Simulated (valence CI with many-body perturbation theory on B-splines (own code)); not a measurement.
Valence orbitals of Ho35+

Level of theory: relativistic CI+MBPT: four valence electrons over a frozen Dirac-Fock core [Ar] 3d10, radial functions for each j: 11 s, 11 p, 10 d, 8 f, 5 g, 2 h, with the one-electron correlation potential Σ1 (screened to all orders), the two-electron term Σ2, the three-electron term Σ3, Breit, model QED; selected single and double excitations, second order for the rest, scaled by the run's own slope (own B-spline code, finite nucleus).

No measured spectrum was set against this ion. As an estimate, large intervals hold to a few tenths of a per cent, small ones and those within an open d or f shell to about a per cent. Among the levels kept, up to 400 cm⁻¹ of a level comes from second order outside the variational space, and about a tenth of that is noise between levels of different J, which matters for small intervals.

These are the spectroscopic orbitals of the CI (the correlating ones are not listed), shaped by the core and the other valence electrons. h is the expectation value of the core's Dirac-Fock operator, without the valence repulsion; Σ1 is computed up to l = 3 at one energy for each symmetry, that of its lowest orbital but kept below the first core excitation, so for empty shells it is not the orbital's own correlation shift; Breit and QED include the response of the core, and the two lowest orbitals of each symmetry also the frequency dependence of Breit exchange, which makes a step in that column.

| Orbital | h (hartree) | Σ1 (cm⁻¹) | Breit (cm⁻¹) | QED (cm⁻¹) | ⟨r⟩ (bohr) |
| --- | --- | --- | --- | --- | --- |
| 4s1/2 | -65.196 | -13755 | 9042 | 6812 | 0.4615 |
| 5s1/2 | -38.808 | -4938 | 3999 | 3070 | 0.7797 |
| 6s1/2 | -25.761 | -2380 | 2073 | 1620 | 1.184 |
| 7s1/2 | -18.349 | -1352 | 1227 | 963 | 1.670 |
| 8s1/2 | -13.733 | -847 | 787 | 619 | 2.239 |
| 9s1/2 | -10.664 | -568 | 535 | 422 | 2.891 |
| 4p1/2 | -62.204 | -14424 | 14132 | 82.1 | 0.4602 |
| 5p1/2 | -37.358 | -5238 | 6304 | 42.1 | 0.7884 |
| 6p1/2 | -24.96 | -2578 | 3349 | 23.9 | 1.200 |
| 7p1/2 | -17.862 | -1480 | 2004 | 14.7 | 1.694 |
| 8p1/2 | -13.415 | -934 | 1294 | 9.7 | 2.271 |
| 9p1/2 | -10.445 | -629 | 885 | 6.7 | 2.932 |
| 4p3/2 | -59.991 | -12771 | 8548 | 723 | 0.4786 |
| 5p3/2 | -36.329 | -4827 | 3841 | 332 | 0.8119 |
| 6p3/2 | -24.397 | -2417 | 2204 | 180 | 1.228 |
| 7p3/2 | -17.52 | -1401 | 1324 | 109 | 1.728 |
| 8p3/2 | -13.192 | -890 | 858 | 70.7 | 2.310 |
| 9p3/2 | -10.292 | -602 | 588 | 48.5 | 2.976 |
| 4d3/2 | -55.267 | -14237 | 6149 | -355 | 0.4690 |
| 5d3/2 | -34.088 | -5344 | 2832 | -156 | 0.8177 |
| 6d3/2 | -23.162 | -2703 | 1550 | -83.7 | 1.248 |
| 7d3/2 | -16.767 | -1578 | 942 | -50.3 | 1.760 |
| 8d3/2 | -12.699 | -1007 | 616 | -32.6 | 2.356 |
| 4d5/2 | -54.794 | -13617 | 3791 | -93.6 | 0.4740 |
| 5d5/2 | -33.861 | -5121 | 1684 | -35.5 | 0.8239 |
| 6d5/2 | -23.035 | -2592 | 922 | -17.5 | 1.255 |
| 7d5/2 | -16.689 | -1514 | 556 | -9.9 | 1.769 |
| 8d5/2 | -12.648 | -967 | 361 | -6.2 | 2.366 |
| 4f5/2 | -49.749 | -13621 | 2215 | -199 | 0.4390 |
| 5f5/2 | -31.624 | -4429 | 981 | -95.8 | 0.8060 |
| 6f5/2 | -21.825 | -2189 | 522 | -53.7 | 1.252 |
| 7f5/2 | -15.956 | -1277 | 313 | -33.1 | 1.780 |
| 4f7/2 | -49.639 | -13176 | 787 | -112 | 0.4408 |
| 5f7/2 | -31.56 | -4283 | 357 | -51.6 | 0.8083 |
| 6f7/2 | -21.786 | -2121 | 196 | -28.2 | 1.254 |
| 7f7/2 | -15.931 | -1239 | 119 | -17.2 | 1.783 |
| 5g7/2 | -30.471 |  | 74.1 | -18.7 | 0.7425 |
| 6g7/2 | -21.169 |  | 62.9 | -13.2 | 1.196 |
| 7g7/2 | -15.548 |  | 45.4 | -9.1 | 1.732 |
| 5g9/2 | -30.447 |  | -18.1 | -0.1 | 0.7434 |
| 6g9/2 | -21.155 |  | -14.6 | -2.3 | 1.197 |
| 7g9/2 | -15.539 |  | -10.9 | -2.2 | 1.734 |
| 6h9/2 | -21.038 |  |  |  | 1.077 |
| 6h11/2 | -21.028 |  |  |  | 1.078 |

Among the shells of the start configuration 4s2 4p2, Σ1 is largest in size for 4p1/2, where it is 0.11 % of h.

Lowest root of each symmetry, sizes in configuration state functions:

```tsv
J	Parity	Roots	Reference	Variational	Second order	Change by selected CI (cm⁻¹)	Change by second order (cm⁻¹)
0	even	12	43	21122	72654	-4702	-1
1	even	18	88	31999	211544	-4086	-25
2	even	27	127	31998	367023	-4679	-87
3	even	19	108	31997	440027	-5247	-117
4	even	13	91	31999	453878	-4516	-137
5	even	4	52	31996	355916	-4874	-30
0	odd	10	43	25074	71636	-5843	-1
1	odd	23	115	31996	281951	-5423	-43
2	odd	30	147	31995	415401	-4261	-101
3	odd	25	140	31995	528173	-3912	-174
4	odd	17	108	31996	479041	-5961	-178
5	odd	7	67	31996	399434	-7251	-112
6	odd	2	32	24134	240323	-9337	-37
```
